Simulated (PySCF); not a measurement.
**Spinor energies of Te²⁺ (tellurium, charge +2)**

Start: [Kr] 4d10 5s1 5p2 6s1; 5s1/2 filled at m_j = +1/2; 5p3/2 filled at m_j = +1/2, +3/2; 6s1/2 filled at m_j = +1/2. Calculated with PySCF 2.14 in x2c-SVPall-2c with one added diffuse shell each of s, p type (7s9p4d, 54 functions): generalised Hartree-Fock with the X2C-1e Hamiltonian and a Gaussian nucleus; one run each with spin-orbit coupling (SO) switched off, then screened by Boettger's factors. This is a chosen level, not necessarily the ground level.

```json
{"spinor shell": "1s1/2", "electrons": "2", "ε, spin-free (eV)": "-31995.8", "ε, screened SO (eV)": "-31992.6", "weight of nominal j (screened SO)": "1.000", "rms radius, screened SO (bohr)": "0.0319"}
{"spinor shell": "2s1/2", "electrons": "2", "ε, spin-free (eV)": "-5026.4", "ε, screened SO (eV)": "-5025.5", "weight of nominal j (screened SO)": "1.000", "rms radius, screened SO (bohr)": "0.130"}
{"spinor shell": "2p1/2", "electrons": "2", "ε, spin-free (eV)": "-4509.3", "ε, screened SO (eV)": "-4700.3", "weight of nominal j (screened SO)": "1.000", "rms radius, screened SO (bohr)": "0.112"}
{"spinor shell": "2p3/2", "electrons": "4", "ε, spin-free (eV)": "-4509.3", "ε, screened SO (eV)": "-4422.8", "weight of nominal j (screened SO)": "1.000", "rms radius, screened SO (bohr)": "0.117"}
{"spinor shell": "3s1/2", "electrons": "2", "ε, spin-free (eV)": "-1063.7", "ε, screened SO (eV)": "-1063.5", "weight of nominal j (screened SO)": "1.000", "rms radius, screened SO (bohr)": "0.343"}
{"spinor shell": "3p1/2", "electrons": "2", "ε, spin-free (eV)": "-891.34", "ε, screened SO (eV)": "-927.98", "weight of nominal j (screened SO)": "1.000", "rms radius, screened SO (bohr)": "0.335"}
{"spinor shell": "3p3/2", "electrons": "4", "ε, spin-free (eV)": "-891.34", "ε, screened SO (eV)": "-874.67", "weight of nominal j (screened SO)": "1.000", "rms radius, screened SO (bohr)": "0.347"}
{"spinor shell": "3d3/2", "electrons": "4", "ε, spin-free (eV)": "-630.98", "ε, screened SO (eV)": "-637.36", "weight of nominal j (screened SO)": "1.000", "rms radius, screened SO (bohr)": "0.320"}
{"spinor shell": "3d5/2", "electrons": "6", "ε, spin-free (eV)": "-630.98", "ε, screened SO (eV)": "-626.56", "weight of nominal j (screened SO)": "1.000", "rms radius, screened SO (bohr)": "0.323"}
{"spinor shell": "4s1/2", "electrons": "2", "ε, spin-free (eV)": "-219.45", "ε, screened SO (eV)": "-219.45", "weight of nominal j (screened SO)": "1.000", "rms radius, screened SO (bohr)": "0.816"}
{"spinor shell": "4p1/2", "electrons": "2", "ε, spin-free (eV)": "-163.51", "ε, screened SO (eV)": "-170.46", "weight of nominal j (screened SO)": "0.998", "rms radius, screened SO (bohr)": "0.860"}
{"spinor shell": "4p3/2", "electrons": "4", "ε, spin-free (eV)": "-163.51", "ε, screened SO (eV)": "-160.40", "weight of nominal j (screened SO)": "0.999", "rms radius, screened SO (bohr)": "0.884"}
{"spinor shell": "4d3/2", "electrons": "4", "ε, spin-free (eV)": "-78.904", "ε, screened SO (eV)": "-79.880", "weight of nominal j (screened SO)": "0.946", "rms radius, screened SO (bohr)": "1.04"}
{"spinor shell": "4d5/2", "electrons": "6", "ε, spin-free (eV)": "-78.904", "ε, screened SO (eV)": "-78.298", "weight of nominal j (screened SO)": "0.964", "rms radius, screened SO (bohr)": "1.05"}
{"spinor shell": "5s1/2", "electrons": "1", "ε, spin-free (eV)": "-45.025", "ε, screened SO (eV)": "-44.979", "weight of nominal j (screened SO)": "1.000", "rms radius, screened SO (bohr)": "2.07"}
{"spinor shell": "5p3/2", "electrons": "2", "ε, spin-free (eV)": "-31.798", "ε, screened SO (eV)": "-31.652", "weight of nominal j (screened SO)": "0.765", "rms radius, screened SO (bohr)": "2.41"}
{"spinor shell": "6s1/2", "electrons": "1", "ε, spin-free (eV)": "-14.313", "ε, screened SO (eV)": "-14.321", "weight of nominal j (screened SO)": "0.998", "rms radius, screened SO (bohr)": "4.74"}
```

| quantity | spin-free | screened SO |
| --- | --- | --- |
| E (hartree) | -6787.57145 | -6789.40460 |
| M_J | 3 | 3 |
| ⟨J²⟩ | 12.009 | 12.014 |
| ⟨L²⟩ | 2.008 | 2.111 |
| ⟨S²⟩ | 6.002 | 5.940 |

Each row is a mean over spinors that exchange with the open shell spreads, by up to 1.290 eV (4s1/2).

Rows whose weight is well below 1 are mixtures of j = l ± 1/2: exchange outweighs spin-orbit coupling there, and the label is only the starting occupation.

Breit and QED terms are absent; they matter most for the inner s and p1/2 levels.

Densities and radii are taken from the X2C orbitals without a picture-change correction, which distorts them close to the nucleus.

Without spin-orbit coupling the j labels of p, d and f shells carry no meaning; the spin-free column gives the mean over the occupied spinors of each nl shell.
